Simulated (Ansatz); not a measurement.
A nudged elastic band was laid between two geometries of BClFH3O (7 atoms, charge 0, multiplicity 1).

All numbers below come from Ansatz 0.2.0, RKS BLYP-D4/def2-SVP.

| Quantity | Value |
| --- | --- |
| movable images | 5 |
| climbing image | yes |
| spring | 5.0 eV/Å² |
| optimiser | quadratic models (default) |
| start path | through a guess of the saddle point |
| force threshold | 0.05 eV/Å |
| iteration limit | 60 |
| end points | relaxed |

Image 0:

```xyz
7
Properties=species:S:1:pos:R:3
B 0.047 0.060 0.226
H 0.403 0.829 1.089
Cl 1.201 -0.130 -1.219
F -1.279 0.029 -0.106
O 0.237 -1.528 0.963
H 0.794 -1.988 0.289
H -0.657 -1.933 0.888
```

Image 6:

```xyz
7
Properties=species:S:1:pos:R:3
B 0.131 -0.712 -0.617
H -0.109 0.501 2.266
Cl 1.356 0.418 -1.215
F -1.165 -0.385 -0.732
O 0.519 -1.883 -0.055
H -0.243 -2.428 0.223
H 0.255 -0.173 2.262
```

What changes between the two ends?

Bonds broken: B1–H2, O5–H7. Bonds formed: H2–H7. BClFH3O becomes BClFHO + H2.

Give the energies along the band, and the barrier.

The run converged. The highest image is number 4 of 0 to 6, 1.06 eV above the first end and 1.90 eV above the last; the last end lies 0.85 eV below the first. Neighbouring images differ by up to 1.7 eV, so the band resolves the path poorly. A vibrational analysis at the climbing image gives one clearly imaginary mode, 1312i cm⁻¹: a first-order saddle point. The orbitals stay closed-shell, which can raise the energy where a bond breaks towards radicals; this wasn't checked here.

```json
{"image": "0", "path coordinate (Å)": "0.00", "energy (eV)": "0.00", "B1–H2 (Å)": "1.21", "O5–H7 (Å)": "0.98", "H2–H7 (Å)": "2.97"}
{"image": "1", "path coordinate (Å)": "0.76", "energy (eV)": "0.04", "B1–H2 (Å)": "1.21", "O5–H7 (Å)": "0.98", "H2–H7 (Å)": "2.70"}
{"image": "2", "path coordinate (Å)": "1.52", "energy (eV)": "0.09", "B1–H2 (Å)": "1.22", "O5–H7 (Å)": "0.98", "H2–H7 (Å)": "2.40"}
{"image": "3", "path coordinate (Å)": "2.29", "energy (eV)": "0.17", "B1–H2 (Å)": "1.23", "O5–H7 (Å)": "0.98", "H2–H7 (Å)": "1.96"}
{"image": "4", "path coordinate (Å)": "3.05", "energy (eV)": "1.06", "B1–H2 (Å)": "1.40", "O5–H7 (Å)": "1.27", "H2–H7 (Å)": "1.06"}
{"image": "5", "path coordinate (Å)": "4.01", "energy (eV)": "-0.65", "B1–H2 (Å)": "2.29", "O5–H7 (Å)": "2.18", "H2–H7 (Å)": "0.77"}
{"image": "6", "path coordinate (Å)": "4.97", "energy (eV)": "-0.85", "B1–H2 (Å)": "3.14", "O5–H7 (Å)": "2.89", "H2–H7 (Å)": "0.77"}
```

What is the geometry of the highest image?


```xyz
7
Properties=species:S:1:pos:R:3:forces:R:3
B 0.071 -0.296 -0.009 0.02 0.01 -0.03
H 0.080 0.220 1.289 0.00 -0.01 0.00
Cl 1.359 0.529 -0.958 -0.01 0.00 0.00
F -1.201 -0.273 -0.483 0.00 -0.01 0.01
O 0.479 -1.727 0.487 -0.02 0.02 0.01
H -0.325 -2.292 0.451 0.00 0.00 -0.01
H 0.282 -0.823 1.353 0.00 -0.01 0.02
```

Time of the run: 3 min on 1 thread of Arm Neoverse V1 (shared host), peak memory 0.15 GiB.
